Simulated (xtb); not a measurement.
F₃S, SMILES F[S](F)F (connectivity only; charge and spin as stated), charge -1, multiplicity 1. All values are semi-empirical tight-binding results from xtb (GFN2-xTB unless named), good for trends rather than for accurate numbers. The structure is a stationary point at GFN2-xTB. The multiplicity is an assumed one; other spin states were not compared. The isomer is the one that the SMILES or the coordinates give; other isomers of the formula were not compared.

Optimised geometry:

Bonds (Å): F1–S2 1.822, S2–F3 1.822, S2–F4 1.670. Angles (°): F1–S2–F3 174.2, F1–S2–F4 87.1, F3–S2–F4 87.1.
Charge -1, spin multiplicity 1.

```json
{
  "point_group_as_xtb_finds_it": "C2v",
  "orbital_gap": "3.09 eV",
  "zero_point_energy": "3.4 kcal/mol",
  "G − E(el) at 298.15 K (modified RRHO)": "-13.8 kcal/mol",
  "static polarisability (D4 model)": "32.4 bohr³",
  "solvation energy, GFN2-xTB/ALPB(water)": "-69.9 kcal/mol",
  "solvation energy, GFN2-xTB/ALPB(thf)": "-51.0 kcal/mol"
}
```

Task: Give the atomic charges and the Wiberg bond orders between heavy atoms. (Estimate from the structure and the level; the computed values follow.)

Result: charges (e) F1 -0.48, S2 0.24, F3 -0.48, F4 -0.28. Bond orders F1–S2 0.76, S2–F3 0.76, S2–F4 1.02.
